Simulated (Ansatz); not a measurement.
CH$_{8}$BNSi, SMILES `C[SiH2]BN` at its PBE0-D4/def2-TZVP geometry, where that method's forces vanish. Charge 0, multiplicity 1.

```xyz
12

C     0.4253    0.3734   -1.9400
Si    0.0492   -0.7413   -0.4715
B    -0.7229    0.2745    1.0913
N    -0.1364    0.2086    2.3463
H     1.1634    1.1332   -1.6729
H     0.8185   -0.2014   -2.7811
H    -0.4801    0.8866   -2.2724
H     1.3034   -1.4538   -0.0663
H    -0.9100   -1.8008   -0.9103
H    -1.7015    0.9626    0.9812
H    -0.4947    0.6964    3.1516
H     0.6857   -0.3380    2.5441
```

(1) What forces (eV/Å) does PBE-D4/def2-TZVPP give on these atoms in Ansatz 0.2.0? (Estimate.)

Answers

(1) Computed: 
```
C1  -0.002 -0.019  0.009
Si2 -0.051  0.051  0.144
B3  -0.074 -0.037 -0.292
N4  -0.035  0.011 -0.057
H5   0.136  0.144  0.046
H6   0.075 -0.103 -0.165
H7  -0.167  0.099 -0.065
H8   0.125 -0.081  0.038
H9  -0.094 -0.112 -0.047
H10 -0.101  0.072 -0.008
H11 -0.117  0.174  0.309
H12  0.304 -0.199  0.087
```
